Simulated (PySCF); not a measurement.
C3H5O3 (SMILES [OH+]=C1OCCO1), charge +1, singlet, at a GFN2-xTB geometry. Base run: DF-WB97X/def2-SV(P) run with PySCF.

Here is a job for PySCF.
```python
from pyscf import gto, scf, dft

mol = gto.M(
    atom='''
O     1.95748784   -0.27218951    0.25694050
C     0.71157370   -0.09779135    0.09291878
O    -0.11883146   -1.01392262    0.41561781
C    -1.45568286   -0.56035097    0.12812415
C    -1.22471823    0.85306571   -0.44647811
O     0.21108993    0.98360706   -0.39619007
H     2.54572447    0.46266413   -0.00759398
H    -2.02566280   -0.57340310    1.06081133
H    -1.90571494   -1.26033741   -0.58070798
H    -1.53967103    0.96714092   -1.48661242
H    -1.65968183    1.65443568    0.15576821
''',
    basis='def2-sv(p)',
    charge=1,
    verbose=4,
)

mf = dft.RKS(mol)
mf.xc = 'wb97x'
mf = mf.density_fit(auxbasis='def2-universal-jkfit')
mf.kernel()
```

The job was repeated with other settings on one machine. Differences are taken from the largest grid of the series, which the next largest meets within 10 µEh (grids.level = 5: -342.369165 Eh). The cheapest run took around 3 core-seconds (rough).

```csv
setting,grid points,"cost, times the cheapest (rough)",difference in total energy (µEh)
"grids.atom_grid = (30, 110)",27048,1,-928
grids.prune = dft.gen_grid.sg1_prune,59704,2,28
grids.level = 2,94112,2,-2
"grids.atom_grid = (50, 194)",72176,2,5
base,133640,3,-6
"grids.atom_grid = (75, 302)",158792,4,-6
grids.prune = off,211400,5,-4
"grids.atom_grid = (99, 590)",353496,9,0
grids.level = 5,375568,9,reference
```

Times come from a shared machine, hold the start-up and are rough.
